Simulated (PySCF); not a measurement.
[Hf(NH2)3]+ at several levels of theory

Computed with PySCF 2.14.0 (density fitting, no spin-orbit coupling) at the geometry relaxed with PBE0:

```xyz
10
[Hf(NH2)3]+ (singlet)
Hf   -0.0800    0.0458    0.6396
N     1.8753    0.0145    0.3091
H     2.4512   -0.8257    0.2196
H     2.4698    0.8146    0.0828
N    -0.9531    1.6459   -0.1428
H    -0.4995    2.5385   -0.3513
H    -1.9042    1.6969   -0.5147
N    -0.9535   -1.6419    0.0728
H    -0.4885   -2.5419   -0.0644
H    -1.9175   -1.7466   -0.2507
```

```tsv
level	basis	state	HOMO (eV)	gap (eV)	charge on Hf1 (e)	dipole about the centre of mass (D)	largest force component (eV/Å)
PBE0	Hf def2-SVP with ECP60, N def2-SVP, H def2-SVP	singlet	-12.45	5.58	1.19	0.73	0.02
TPSSh	the same	singlet	-11.67	4.54	1.18	0.71	0.27
M06-L	the same	singlet	-11.25	4.39	1.34	0.83	0.42
```

Charges are Mulliken's, which hang on the basis. The relaxation used the grid (50, 194), these runs (75, 302) or, all-electron (x2c bases, spin-free X2C Hamiltonian), (99, 590).

Q: What does PBE0 with Hf def2-TZVP with ECP60, N def2-TZVP, H def2-TZVP give here?

A: state singlet, HOMO (eV) -12.54, gap (eV) 5.56, charge on Hf1 (e) 1.51, dipole about the centre of mass (D) 0.82, largest force component (eV/Å) 0.34. Time: 14 s on 2 threads of Arm Neoverse V1, with other jobs on the host, from free ions and atoms.

In the first row's basis the gap widens with exact exchange: 4.4 eV for M06-L (none); 4.5 to 5.6 eV for TPSSh, PBE0 (a fixed share).
